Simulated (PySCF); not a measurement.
C₅H₃FO₂.
Bonds: O1–C2 (double), C2–C3, C3–C4 (double), C4–C5, C5–O6 (double), C5–C7, C7–F8, C2–C7. Hydrogens: H9 on C3; H10 on C4; H11 on C7.

The same species was optimised twice, with GFN2-xTB and with PBE0-D3(BJ)/def2-SVP (PySCF), and the same property calculations (PySCF, gas phase) were run on both structures.

| coordinate | GFN2-xTB | PBE0-D3(BJ)/def2-SVP | change |
| --- | --- | --- | --- |
| C7–F8 (Å) | 1.365 | 1.350 | -0.015 |
| C3=C4 (Å) | 1.337 | 1.347 | +0.010 |
| C2–C7 (Å) | 1.538 | 1.530 | -0.008 |
| C5–C7 (Å) | 1.538 | 1.530 | -0.008 |
| C2–C3 (Å) | 1.481 | 1.488 | +0.007 |
| C4–C5 (Å) | 1.481 | 1.488 | +0.007 |
| O1=C2 (Å) | 1.197 | 1.200 | +0.003 |
| C5=O6 (Å) | 1.197 | 1.200 | +0.003 |
| C5–C7–F8 (°) | 113.2 | 114.2 | +1.0 |
| C2–C7–F8 (°) | 113.3 | 114.2 | +0.9 |
| C3–C4–C5 (°) | 111.4 | 110.5 | -0.9 |
| C4–C5–C7 (°) | 105.3 | 106.2 | +0.9 |
| C2–C3–C4 (°) | 111.4 | 110.6 | -0.8 |
| C3–C2–C7 (°) | 105.3 | 106.1 | +0.8 |
| C2–C7–C5 (°) | 103.7 | 102.8 | -0.9 |
| C4–C5–O6 (°) | 127.9 | 127.2 | -0.7 |

Rotational constants: A = 3313, B = 2195, C = 1362 MHz (GFN2-xTB) against A = 3272, B = 2223, C = 1365 MHz (PBE0-D3(BJ)/def2-SVP). Point groups within 0.08 Å: Cs and Cs. Atoms that the bonding makes alike are paired by their places after alignment.

On the GFN2-xTB structure: lowest singlet, TDDFT (eV) 3.25 [CAM-B3LYP/def2-SVPD]; lowest triplet, Tamm–Dancoff (eV) 2.81 [CAM-B3LYP/def2-SVPD]; isotropic polarisability (au) 62.2 [CAM-B3LYP/def2-SVPD]; HOMO (eV) -9.37 [CAM-B3LYP/def2-SVPD]; LUMO (eV) -2.11 [CAM-B3LYP/def2-SVPD]; dipole (D) 4.25 [CAM-B3LYP/def2-SVPD]; HOMO (eV) -7.79 [PBE0/pcSseg-1]; LUMO (eV) -3.18 [PBE0/pcSseg-1]; dipole (D) 3.96 [PBE0/pcSseg-1]; GIAO shielding of O1/O6 (mean) (ppm) -355.3 [PBE0/pcSseg-1]; GIAO shielding of C2/C5 (mean) (ppm) -14.3 [PBE0/pcSseg-1]; GIAO shielding of C3/C4 (mean) (ppm) 32.5 [PBE0/pcSseg-1]; GIAO shielding of C7 (ppm) 96.1 [PBE0/pcSseg-1]; GIAO shielding of F8 (ppm) 411.6 [PBE0/pcSseg-1].

Question: What do these properties become on the PBE0-D3(BJ)/def2-SVP structure?

Answer: 
```tsv
property	level	on GFN2-xTB	on PBE0-D3(BJ)/def2-SVP	change
lowest singlet, TDDFT (eV)	CAM-B3LYP/def2-SVPD	3.25	3.29	+0.04
lowest triplet, Tamm–Dancoff (eV)	CAM-B3LYP/def2-SVPD	2.81	2.85	+0.04
isotropic polarisability (au)	CAM-B3LYP/def2-SVPD	62.2	62.5	+0.3
HOMO (eV)	CAM-B3LYP/def2-SVPD	-9.37	-9.37	0.00
LUMO (eV)	CAM-B3LYP/def2-SVPD	-2.11	-2.08	+0.03
dipole (D)	CAM-B3LYP/def2-SVPD	4.25	4.27	+0.02
energy, GFN2-xTB geometry as zero (kcal/mol)	CAM-B3LYP/def2-SVPD	0.0	-0.4	-0.4
HOMO (eV)	PBE0/pcSseg-1	-7.79	-7.79	0.00
LUMO (eV)	PBE0/pcSseg-1	-3.18	-3.14	+0.04
dipole (D)	PBE0/pcSseg-1	3.96	3.96	0.00
energy, GFN2-xTB geometry as zero (kcal/mol)	PBE0/pcSseg-1	0.0	-0.3	-0.3
GIAO shielding of O1/O6 (mean) (ppm)	PBE0/pcSseg-1	-355.3	-355.5	-0.2
GIAO shielding of C2/C5 (mean) (ppm)	PBE0/pcSseg-1	-14.3	-15.2	-0.9
GIAO shielding of C3/C4 (mean) (ppm)	PBE0/pcSseg-1	32.5	30.0	-2.5
GIAO shielding of C7 (ppm)	PBE0/pcSseg-1	96.1	96.8	+0.7
GIAO shielding of F8 (ppm)	PBE0/pcSseg-1	411.6	417.2	+5.6
```

The heavy atoms differ by 0.032 Å rms after alignment (one structure mirrored). Among bonds between heavy atoms C7–F8 changes most (-0.015 Å). Changes are differences of the printed values. Neither structure is proved a minimum here.
